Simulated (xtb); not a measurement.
Al(Cl)(Me)(NHMe) (C2H7AlClN), SMILES C[NH][Al]([CH3])[Cl]. All values are semi-empirical tight-binding results from xtb (GFN2-xTB unless named), good for trends rather than for accurate numbers. Geometry optimised at GFN2-xTB. The structure was generated by enumeration; whether it is a known compound was not checked. The values are those of a single conformer.

Optimised geometry:

Bond lengths (Å): Al1–Cl2 2.032, Al1–C3 1.989, Al1–N7 1.789, C3–H4 1.092, C3–H5 1.093, C3–H6 1.092, N7–C8 1.457, N7–H9 1.016, C8–H10 1.095, C8–H11 1.095, C8–H12 1.088. Angles (°): Cl2–Al1–C3 122.5, Cl2–Al1–N7 116.5, C3–Al1–N7 121.0, Al1–C3–H4 111.7, Al1–C3–H5 112.0, Al1–C3–H6 111.6, H4–C3–H5 107.5, H4–C3–H6 106.3, H5–C3–H6 107.4, Al1–N7–C8 129.3, Al1–N7–H9 120.6, C8–N7–H9 110.1, N7–C8–H10 111.5, N7–C8–H11 111.5, N7–C8–H12 108.7, H10–C8–H11 108.3, H10–C8–H12 108.4, H11–C8–H12 108.4.
Charge 0, spin multiplicity 1.

For metal compounds this method's bond lengths and energies can be far off.

Computed properties:
```yaml
point_group_as_xtb_finds_it: Cs
orbital_gap: 3.76 eV
zero_point_energy: 55.4 kcal/mol
G − E(el) at 298.15 K (modified RRHO): 34.2 kcal/mol
```

Computed atomic charges and the Wiberg bond orders between heavy atoms:
charges (e) Al1 0.30, Cl2 -0.20, C3 -0.20, H4 0.06, H5 0.07, H6 0.06, N7 -0.32, C8 -0.02, H9 0.17, H10 0.03, H11 0.03, H12 0.04. Bond orders Al1–Cl2 1.28, Al1–C3 1.03, Al1–N7 1.26, N7–C8 1.01.
